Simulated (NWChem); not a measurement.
System: GeHSI, singlet; SMILES [SH][Ge][I]

Input file for NWChem:

```
start job
memory heap 200 mb stack 900 mb global 1100 mb
geometry units angstroms noautoz
  Ge     0.815603    -1.059662    -0.019036
  I     -0.145522     1.317885     0.017574
  S     -1.149684    -2.128195    -0.028501
  H     -0.573047    -3.354118    -0.047628
end
basis spherical
  Ge library 3-21g
  I library 3-21g
  S library 3-21g
  H library 3-21g
end
dft
  xc pbe0
  iterations 150
  mulliken
end
task dft energy
```

Output (shortened):

```
             Northwest Computational Chemistry Package (NWChem) 7.3.0
             --------------------------------------------------------

 CS  symmetry detected

                             Geometry "geometry" -> ""
                             -------------------------

 Output coordinates in angstroms (scale by  1.889725989 to convert to a.u.)

  No.       Tag          Charge          X              Y              Z
 ---- ---------------- ---------- -------------- -------------- --------------
    1 Ge                  32.0000     0.79697784    -1.06408720     0.00000000
    2 I                   53.0000    -0.10905759     1.33527335     0.00000000
    3 S                   16.0000    -1.19243818    -2.08703845     0.00000000
    4 H                    1.0000    -0.64422800    -3.32608198     0.00000000

 Effective nuclear repulsion energy (a.u.)     614.5986732808

      Symmetry information
      --------------------

 Group name             Cs
 Group number              2
 Group order               2
 No. of unique centers     4

                                 NWChem DFT Module
                                 -----------------

 Summary of "ao basis" -> "ao basis" (spherical)
 ------------------------------------------------------------------------------
       Tag                 Description            Shells   Functions and Types
 ---------------- ------------------------------  ------  ---------------------
 Ge                          3-21g                  10       22   5s4p1d
 I                           3-21g                  13       31   6s5p2d
 S                           3-21g                   7       13   4s3p
 H                           3-21g                   2        2   2s

      Symmetry analysis of basis
      --------------------------

        a'         50
        a"         18

            General Information
            -------------------
          SCF calculation type: DFT
          Wavefunction type:  closed shell.
          No. of atoms     :     4
          No. of electrons :   102
           Alpha electrons :    51
            Beta electrons :    51
          Charge           :     0
          Spin multiplicity:     1
          Use of symmetry is: on ; symmetry adaption is: on
          Maximum number of iterations: 150
          AO basis - number of functions:    68
                     number of shells:    32
          Convergence on energy requested:  1.00D-06
          Convergence on density requested:  1.00D-05
          Convergence on gradient requested:  5.00D-04

              XC Information
              --------------
                         PBE0 Method XC Functional
                     Hartree-Fock (Exact) Exchange  0.250
          PerdewBurkeErnzerhof Exchange Functional  0.750
            Perdew 1991 LDA Correlation Functional  1.000 local
           PerdewBurkeErnz. Correlation Functional  1.000 non-local

             Grid Information
             ----------------
          Grid used for XC integration:  medium
          Radial quadrature: Mura-Knowles
          Angular quadrature: Lebedev.
          Tag              B.-S. Rad. Rad. Pts. Rad. Cut. Ang. Pts.
          ---              ---------- --------- --------- ---------
          Ge                  1.25      112           9.0       590
          I                   1.40      123          11.0       590
          S                   1.00       88          10.0       590
          H                   0.35       45          12.0       434
          Grid pruning is: on
          Number of quadrature shells:   368
          Spatial weights used:  Erf1

      Superposition of Atomic Density Guess
      -------------------------------------

 Sum of atomic energies:       -9348.62449990

      Non-variational initial energy
      ------------------------------

 Total energy =   -9349.089226
 1-e energy   =  -14137.418169
 2-e energy   =    4173.730270
 HOMO         =      -0.243862
 LUMO         =      -0.037796

      Symmetry analysis of molecular orbitals - initial
      -------------------------------------------------

  Numbering of irreducible representations:

     1 a'          2 a"

  Orbital symmetries:

     1 a'          2 a'          3 a'          4 a'          5 a'
     6 a"          7 a'          8 a'          9 a'         10 a'
    11 a"         12 a'         13 a'         14 a'         15 a"
    16 a'         17 a'         18 a"         19 a'         20 a"
    21 a'         22 a'         23 a'         24 a'         25 a'
    26 a"         27 a'         28 a'         29 a"         30 a'
    31 a'         32 a"         33 a'         34 a'         35 a"
    36 a'         37 a"         38 a'         39 a'         40 a'
    41 a"         42 a"         43 a'         44 a'         45 a'
    46 a'         47 a'         48 a"         49 a'         50 a"
    51 a'         52 a"         53 a'         54 a'         55 a'
    56 a'         57 a'         58 a"         59 a'         60 a'
    61 a'

     ---------------------------------------------
      Total Density - Mulliken Population Analysis
     ---------------------------------------------

    Atom       Charge   Shell Charges
 -----------   ------   -------------------------------------------------------
    1 Ge  32    31.03   2.00  2.00  5.99  2.00  5.94  0.92  0.73  1.01  0.45  9.99
    2 I   53    53.50   2.00  2.00  6.00  2.00  6.00  2.00  5.97  0.95  2.73  1.03  2.83 10.00 10.00
    3 S   16    16.72   2.00  1.96  5.89  1.01  2.52  0.94  2.40
    4 H    1     0.75   0.34  0.40

   convergence    iter        energy       DeltaE   RMS-Dens  Diis-err
 ---------------- ----- ----------------- --------- --------- ---------
 d= 0,ls=0.0,diis     1  -9352.9361415422 -9.97D+03  2.55D-02  3.68D-01
 d= 0,ls=0.0,diis     2  -9352.8806366184  5.55D-02  1.76D-02  5.19D-01
 d= 0,ls=0.0,diis     3  -9352.9954843287 -1.15D-01  3.80D-03  2.90D-02
 d= 0,ls=0.0,diis     4  -9353.0020987059 -6.61D-03  6.76D-04  5.09D-04
 d= 0,ls=0.0,diis     5  -9353.0021591058 -6.04D-05  3.01D-04  1.50D-04
  Resetting Diis
 d= 0,ls=0.0,diis     6  -9353.0021927736 -3.37D-05  4.72D-05  3.32D-06
 d= 0,ls=0.0,diis     7  -9353.0021935458 -7.72D-07  1.25D-05  6.13D-08
 d= 0,ls=0.0,diis     8  -9353.0021935529 -7.09D-09  6.21D-06  4.71D-08

         Total DFT energy =    -9353.002193552897
      One electron energy =   -14138.505595692806
           Coulomb energy =     4451.698789974102
    Exchange-Corr. energy =     -280.794061114955
 Nuclear repulsion energy =      614.598673280763

 Numeric. integr. density =      102.000001458202

                  Occupations of the irreducible representations
                  ----------------------------------------------

                     irrep           alpha         beta
                     --------     --------     --------
                     a'               37.0         37.0
                     a"               14.0         14.0

                       DFT Final Molecular Orbital Analysis
                       ------------------------------------

 Vector   49  Occ=2.000000D+00  E=-2.948491D-01  Symmetry=a'
              MO Center=  1.5D-01,  5.0D-01,  6.3D-16, r^2= 4.3D+00
   Bfn.  Coefficient  Atom+Function         Bfn.  Coefficient  Atom+Function
  ----- ------------  ---------------      ----- ------------  ---------------
    38      0.406293  2 I  py                42      0.346015  2 I  py
    34     -0.325777  2 I  py                37      0.312596  2 I  px
    41      0.279704  2 I  px                33     -0.255786  2 I  px
    14      0.220480  1 Ge s                 11      0.193685  1 Ge px
    63      0.176716  3 S  s                 15      0.153008  1 Ge px

 Vector   50  Occ=2.000000D+00  E=-2.843881D-01  Symmetry=a"
              MO Center= -4.1D-01,  3.7D-01, -5.9D-17, r^2= 4.5D+00
   Bfn.  Coefficient  Atom+Function         Bfn.  Coefficient  Atom+Function
  ----- ------------  ---------------      ----- ------------  ---------------
    39      0.507774  2 I  pz                43      0.474020  2 I  pz
    35     -0.415099  2 I  pz                66     -0.316005  3 S  pz
    62     -0.302293  3 S  pz                31      0.186540  2 I  pz
    58      0.144750  3 S  pz                27     -0.050978  2 I  pz
    17      0.035981  1 Ge pz

 Vector   51  Occ=2.000000D+00  E=-2.641352D-01  Symmetry=a'
              MO Center=  5.2D-02, -8.7D-02, -1.3D-15, r^2= 5.1D+00
   Bfn.  Coefficient  Atom+Function         Bfn.  Coefficient  Atom+Function
  ----- ------------  ---------------      ----- ------------  ---------------
    37     -0.447960  2 I  px                14      0.427437  1 Ge s
    41     -0.423122  2 I  px                33      0.362646  2 I  px
    64     -0.293533  3 S  px                60     -0.260849  3 S  px
    11      0.228006  1 Ge px                10      0.192357  1 Ge s
    29     -0.162729  2 I  px                 6     -0.131609  1 Ge s

 Vector   52  Occ=0.000000D+00  E=-1.118723D-01  Symmetry=a"
              MO Center=  5.5D-01, -9.9D-01,  1.1D-16, r^2= 3.7D+00
   Bfn.  Coefficient  Atom+Function         Bfn.  Coefficient  Atom+Function
  ----- ------------  ---------------      ----- ------------  ---------------
    17      0.623532  1 Ge pz                13      0.489727  1 Ge pz
    66     -0.303567  3 S  pz                43     -0.254222  2 I  pz
     9     -0.241864  1 Ge pz                62     -0.222538  3 S  pz
    39     -0.195107  2 I  pz                35      0.158285  2 I  pz
    58      0.104670  3 S  pz                 5      0.077473  1 Ge pz

[...]
```

Level: PBE0/3-21G, non-relativistic. Low-valent species are run as closed-shell singlets; no triplet was tried in these runs. The geometry was optimised at PBE0/def2-SVP (def2 core potentials past Kr).
